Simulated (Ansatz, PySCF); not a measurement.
This PySCF input computes a r2SCAN/def2-TZVPD energy:

```python
from pyscf import gto, scf, dft

mol = gto.M(
    atom='''
    B     0.22645289    0.26515512    0.04119097
    Cl   -1.55168755   -0.01159838   -0.48890061
    F     0.46900764    1.60343943   -0.03537415
    S     1.31408470   -0.97247237    0.52648268
    ''',
    basis='def2-tzvpd',
    charge=-1,
    spin=0,
    verbose=4,
)

mf = dft.RKS(mol, xc='r2scan').density_fit(auxbasis='def2-universal-jkfit')
mf.grids.level = 4
mf.conv_tol = 1e-9
mf.max_cycle = 100
mf.max_memory = 1500
mf.kernel()
if not mf.converged:
    mf = mf.newton()
    mf.kernel(mf.make_rdm1())
mf.analyze()
```

**Question.** Write an input for the same energy in Ansatz (a first-principles code) and say what it gives.

**Answer.** 
Ansatz 0.2 input:
```yaml
crystal:
  periodic: [false, false, false]
  atoms:
    - {symbol: B, position_ang: [0.22645289, 0.26515512, 0.04119097]}
    - {symbol: Cl, position_ang: [-1.55168755, -0.01159838, -0.48890061]}
    - {symbol: F, position_ang: [0.46900764, 1.60343943, -0.03537415]}
    - {symbol: S, position_ang: [1.31408470, -0.97247237, 0.52648268]}
basis:
  gaussian:
    orbitals: def2-TZVPD
hamiltonian:
  xc: {name: r2SCAN}
total_charge: -1
output: {forces: true}
```
It gives -983.25860 Eh, and PySCF -983.25864 Eh, a difference of 0.04 mEh, from the treatment of integrals and grids.

It need not be the lowest isomer of its formula. Whether it binds its extra electron was not tested at this geometry.
